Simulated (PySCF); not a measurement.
**Name the molecule from its bond curve**

A diatomic of charge +1 contains Sr. Its doublet curve at LC-ωPBE in a double-zeta basis (spin-free X2C with a Gaussian nucleus, PySCF), in eV from the separated fragments:

(R (Å), E (eV)): (2.220, -1.900), (2.324, -2.445), (2.427, -2.733), (2.505, -2.826), (2.582, -2.841), (2.659, -2.798), (2.763, -2.677), (2.892, -2.458), (3.047, -2.137), (3.253, -1.660)

The fit gives ωe = 347 cm⁻¹ and the rotational constant Bₑ = 0.1097 cm⁻¹.

Task: Which atom is the partner?

Result: The minimum lies at 2.560 Å, so the reduced mass is 16.8576 u Å² cm⁻¹/(Bₑ·Re²) = 23.45 u. With Sr at 87.91 u the partner weighs about 32.0 u: S. The molecule is SrS⁺.

Spin–orbit coupling is left out. The state was picked by a PBE0 search and need not be the measured ground state.
